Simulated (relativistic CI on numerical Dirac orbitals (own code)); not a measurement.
## La21+: sensitivity of the levels to the model

Base calculation: Dirac-Coulomb-Breit CI, orbitals from a KLI potential per configuration, model QED (radiative potential, 1s self-energy scaled to tabulated hydrogen-like ionisation energies), unscaled Slater integrals.

Configuration list (outside the closed core [Ar] 3d10): 4s²4p⁶, 4s²4p⁵4d, 4s4p⁶4d, 4s²4p⁵4f, 4s4p⁶4f, 4s²4p⁵5s, 4s²4p⁵5p, 4p⁶4d², 4p⁵4d³, 4p⁵4d²4f, 4p⁵4d²5s, 4p⁵4d²5p, 4p⁶4f², 4p⁵4d4f², 4p⁵4f³, 4p⁵4f²5s, 4p⁵4f²5p. Double excitations out of closed p, d and f shells are left out; levels of such configurations are missing from the list, as are those of other unlisted configurations, and high levels can miss mixing partners.

Variants: (1) configuration mixing switched off; (2) QED terms removed. Shifts of the energy above 4s²4p⁶ ¹S0, in cm⁻¹, for the lowest level and the first level of each name with at least 55 % of one term (blank where a level changes its place among those of its configuration and J or its character, or is not in the variant):

```tsv
Level	Base	Δ(1)	Δ(2)
4s²4p⁶ ¹S0	0	0	0
4s²4p⁵4d ³P°0	723304	-377	+374
4s²4p⁵4d ³P°1	739483	-375	+356
4s²4p⁵4d ³F°3	762145	+1734	+372
4s²4p⁵4d ³F°4	776677	+2589	+284
4s²4p⁵4d ³D°3	821852	-144	+281
4s²4p⁵4d ³D°1	874460	-365	+236
4s²4p⁵4d ³F°2	925981	+1795	+112
4s²4p⁵4d ¹P°1	1092470	-279	+165
4s4p⁶4d ³D1	1443263	+28433	+2933
4s4p⁶4d ³D2	1455648	+25818	+2941
4s4p⁶4d ³D3	1480976	+24500	+2895
4s4p⁶4d ¹D2	1553597	+5350	+3135
4s²4p⁵4f ³G5	1717795	-104	+261
```

At this charge energies of transitions that change n are usually good to better than 1 %, and those within a shell (Δn = 0) to a few per cent.

Ionisation energy from the two ground configurations alone: base 696.184 eV. The NIST ASD value (theoretical) is 696 eV.

LS names give the leading component of a level, which can be under half, so a name can repeat, a term be missing and a line seem to break the LS rules.
